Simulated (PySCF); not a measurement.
Gas-phase reaction: 2 GeHCl + 3 GeH₄ = GeH₂Cl₂ + 4 GeH₃

Method: PySCF energies plus ideal-gas RRHO corrections (1 bar). † marks an energy on the PBE0/def2-TZVP geometry and frequencies; other levels use their own. CCSD(T) freezes the core. 6-31G* has spherical d functions here. Open shells (unrestricted): GeH₃ (multiplicity 2); the rest are closed-shell singlets. Ge: all electrons, no relativistic terms. GeHCl, GeH₃: computed as isolated molecules; such fragments, hydroxides, amides, oligomers or adducts are transient or little studied in the gas. CCSD(T) isn't extrapolated to the basis-set limit; its ΔH°(298 K) is 287.4 kJ in def2-SVP and 300.6 kJ in def2-TZVPP. The harmonic model lacks anharmonicity and excited electronic states, which grow with temperature; levels with a mode under 35 cm⁻¹ are left out.

```csv
level,"ΔE electronic, kJ","ΔH°(298 K), kJ","ΔS°(298 K), J/K","ΔG°(1400 K), kJ"
CCSD(T)/def2-TZVPP†,308,301,39,237
HF/6-31G*,193,186,37,126
M06-2X/def2-TZVP†,268,261,39,197
r2SCAN/def2-TZVP†,275,267,39,204
ωB97M-V/def2-TZVP†,330,323,39,260
```
ΔH° is lowest at HF/6-31G* and highest at ωB97M-V/def2-TZVP†. No reference value is set beside these.
